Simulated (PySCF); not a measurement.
Species: cyclooctasulfur, S8.
Numbering: `[S:1]1[S:2][S:3][S:4][S:5][S:6][S:7][S:8]1`

Cartesian coordinates in Å at the PBE0-D3(BJ)/def2-SVP level; atoms count from 1:
```
atom  x, y, z in Å
S1     0.0336    2.2481   -1.0162
S2     1.7067    1.6902    0.0675
S3     2.3479   -0.1375   -0.6640
S4     1.6372   -1.6084    0.6059
S5    -0.0598   -2.4206   -0.2582
S6    -1.7035   -1.5377    0.6364
S7    -2.3740   -0.0349   -0.6194
S8    -1.6396    1.7620    0.1009
```

The calculation used TDDFT PBE0/def2-SVPD, vertical, gas phase, core orbitals frozen in the response in PySCF.

Frontier orbitals with the atoms that hold most of them (Löwdin shares over 4%, at most four atoms):

```json
{"orbital": "HOMO-3", "ε (eV)": "-8.08", "atoms": "S5 22%, S7 22%, S3 21%, S1 21%"}
{"orbital": "HOMO-2", "ε (eV)": "-7.83", "atoms": "S1 13%, S4 13%, S6 13%, S2 12%"}
{"orbital": "HOMO-1", "ε (eV)": "-7.77", "atoms": "S1 21%, S5 20%, S2 15%, S6 15%"}
{"orbital": "HOMO", "ε (eV)": "-7.76", "atoms": "S3 21%, S7 21%, S4 15%, S8 14%"}
{"orbital": "LUMO", "ε (eV)": "-2.41", "atoms": "S7 18%, S3 18%, S8 14%, S4 14%"}
{"orbital": "LUMO+1", "ε (eV)": "-2.41", "atoms": "S1 18%, S5 18%, S2 14%, S6 14%"}
{"orbital": "LUMO+2", "ε (eV)": "-2.16", "atoms": "S5 13%, S4 13%, S6 13%, S3 12%"}
```

Within 0.005 eV of a neighbour in this list lie LUMO/LUMO+1 (point group found: D4d); within a degenerate set the shares of single atoms can hang on how the components are chosen.

The HOMO–LUMO gap is 5.35 eV. Where does the response calculation put the lowest singlet, and from which orbitals?

S1 is at 4.11 eV (f = 0.0000), 1.24 eV below the gap, made of HOMO-1/HOMO→LUMO/LUMO+1 (98%). Without the coupling terms of the response equations the lowest excitation would equal the gap.

Next come S2 at 4.16 eV (f 0.0000), HOMO-1/HOMO→LUMO/LUMO+1 (≥83%); S3 at 4.16 eV (f 0.0000), HOMO-1/HOMO→LUMO/LUMO+1 (≥84%); S4 at 4.25 eV (f 0.0000), HOMO-2→LUMO/LUMO+1 (≥84%); S5 at 4.25 eV (f 0.0000), HOMO-1/HOMO→LUMO/LUMO+1 (≥83%), HOMO-2→LUMO/LUMO+1 (≥10%).

Orbitals of the list HOMO-3 to LUMO+2 that lie within 0.01 eV of each other are written together with a slash and their weights summed (≥ marks a lower bound); for degenerate orbitals outside that list single weights are arbitrary.

The run took 3.1 min on one thread, x86-64 server (shared host).

One conformer stands for the species.
